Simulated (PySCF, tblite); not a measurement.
C7H11NSi2.
Numbering: `[CH:1]1=[CH:2][C@H:3]([n:4]2[cH:5][cH:6][cH:7][cH:8]2)[SiH2:9][SiH2:10]1` (hydrogens: H11 on C1; H12 on C2; H13 on C3; H14 on C5; H15 on C6; H16 on C7; H17 on C8; H18, H19 on Si9; H20, H21 on Si10)

Geometry (GFN2-xTB, Å), atoms numbered from 1 in this order:
```xyz
21
C7H11NSi2 angstrom
C     -2.1998    0.2646    1.3621
C     -1.0197   -0.3420    1.2957
C     -0.3614   -0.7546    0.0085
N      1.0286   -0.3821    0.0223
C      2.0747   -1.1566   -0.3581
C      3.2244   -0.4189   -0.2627
C      2.8544    0.8608    0.1909
C      1.4942    0.8507    0.3487
Si    -1.3124   -0.0153   -1.5185
Si    -3.0952    0.7034   -0.2405
H     -2.6104    0.5090    2.3319
H     -0.4500   -0.5736    2.1907
H     -0.3930   -1.8508   -0.0430
H      1.9261   -2.1741   -0.6655
H      4.2166   -0.7564   -0.4897
H      3.5108    1.6878    0.3793
H      0.8248    1.6220    0.6788
H     -0.4225    0.9672   -2.1412
H     -1.4998   -1.0978   -2.4917
H     -4.3478   -0.0541   -0.3539
H     -3.4514    2.1277   -0.2446
```

Computed with PBE0/pcSseg-1 in PySCF (dipole) on a GFN2-xTB geometry, gas phase.

Take the most abundant isotopes and a rigid rotor. The values belong to one conformer with, in the numbering `[CH:1]1=[CH:2][C@H:3]([n:4]2[cH:5][cH:6][cH:7][cH:8]2)[SiH2:9][SiH2:10]1`, C2–C3–N4–C5 135°, C1–C2–C3–N4 135°, C2–C3–Si9–Si10 -10°, C3–Si9–Si10–C1 8°, C2–C1–Si10–Si9 -5°.

Question: What are A, B and C (cm⁻¹)?

Answer: Ia = 208.10, Ib = 850.36, Ic = 913.49 u·Å²; 505379 MHz·u·Å²/I gives 2429, 594.3 and 553.2 MHz, that is A = 0.08101, B = 0.01982, C = 0.01845 cm⁻¹.

Question: Classify the top.

Answer: A near-prolate asymmetric top; Ray's κ = -0.956.

Question: Is it planar, by Δ = Ic − Ia − Ib?

Answer: Not planar: Δ = Ic − Ia − Ib = -144.97 u·Å². For a rigid frame Δ = −2 Σ m c², so Σ m c² = 72.48 u·Å² lies off the ab plane: 19.57 from hydrogen and 52.92 from heavier atoms. The atom farthest from that plane is 1.90 Å away.

Question: Give the other two planar moments, Paa and Pbb, and the rms extents of the mass along the axes.

Answer: Paa = Σ m a² = (Ib + Ic − Ia)/2 = 777.87 and Pbb = Σ m b² = (Ia + Ic − Ib)/2 = 135.62 u·Å². With the mass M = 165.04 u, the rms extents √(P/M) along a, b and c are 2.17, 0.91, 0.66 Å.

Question: List the rotational levels J(Ka,Kc) to J = 5 (MHz).

Answer: Above 0(0,0):
J = 1: 1(0,1) 1148, 1(1,1) 2982, 1(1,0) 3023
J = 2: 2(0,2) 3442, 2(1,2) 5236, 2(1,1) 5359, 2(2,1) 10862, 2(2,0) 10862
J = 3: 3(0,3) 6882, 3(1,3) 8616, 3(1,2) 8863, 3(2,2) 14304, 3(2,1) 14308, 3(3,1) 23578, 3(3,0) 23578
J = 4: 4(0,4) 11465, 4(1,4) 13123, 4(1,3) 13534, 4(2,3) 18894, 4(2,2) 18904, 4(3,2) 28170, 4(3,1) 28170, 4(4,1) 41152, 4(4,0) 41152
J = 5: 5(0,5) 17190, 5(1,5) 18755, 5(1,4) 19371, 5(2,4) 24630, 5(2,3) 24654, 5(3,3) 33910, 5(3,2) 33910, 5(4,2) 46891, 5(4,1) 46891, 5(5,1) 63582, 5(5,0) 63582

Question: Which types of transition are allowed, and where do some lines up to J = 3 fall?

Answer: The dipole components are |μa| = 1.69 D, |μb| = 0.03 D, |μc| = 0.75 D. Intensities carry the squares of the components, which stand as 1.00 : 0.00 : 0.20 (a : b : c). Some lines, for components of 0.1 D or more:

```csv
type,branch,"J(Ka,Kc)",MHz,lower level (cm⁻¹)
a,R,"1(0,1) ← 0(0,0)",1148,0.000
c,Q,"3(1,3) ← 3(0,3)",1734,0.230
c,Q,"2(1,2) ← 2(0,2)",1794,0.115
c,Q,"1(1,1) ← 1(0,1)",1834,0.038
a,R,"2(1,2) ← 1(1,1)",2254,0.099
a,R,"2(0,2) ← 1(0,1)",2294,0.038
a,R,"2(1,1) ← 1(1,0)",2336,0.101
c,R,"1(1,0) ← 0(0,0)",3023,0.000
a,R,"3(1,3) ← 2(1,2)",3381,0.175
a,R,"3(0,3) ← 2(0,2)",3440,0.115
a,R,"3(2,2) ← 2(2,1)",3443,0.362
a,R,"3(2,1) ← 2(2,0)",3445,0.362
a,R,"3(1,2) ← 2(1,1)",3504,0.179
c,R,"2(1,1) ← 1(0,1)",4211,0.038
c,R,"3(1,2) ← 2(0,2)",5421,0.115
c,Q,"3(2,2) ← 3(1,2)",5441,0.296
c,Q,"2(2,1) ← 2(1,1)",5503,0.179
c,R,"2(2,0) ← 1(1,0)",7839,0.101
c,R,"2(2,1) ← 1(1,1)",7880,0.099
c,R,"3(2,1) ← 2(1,1)",8949,0.179
c,R,"3(2,2) ← 2(1,2)",9068,0.175
c,Q,"3(3,1) ← 3(2,1)",9271,0.477
c,R,"3(3,0) ← 2(2,0)",12716,0.362
c,R,"3(3,1) ← 2(2,1)",12717,0.362
```

Its GFN2-xTB frequencies are all real (lowest 26 cm⁻¹). No vibrational averaging or centrifugal distortion is included, and the geometry carries the error of its method. Quadrupole hyperfine structure (14N) is left out.
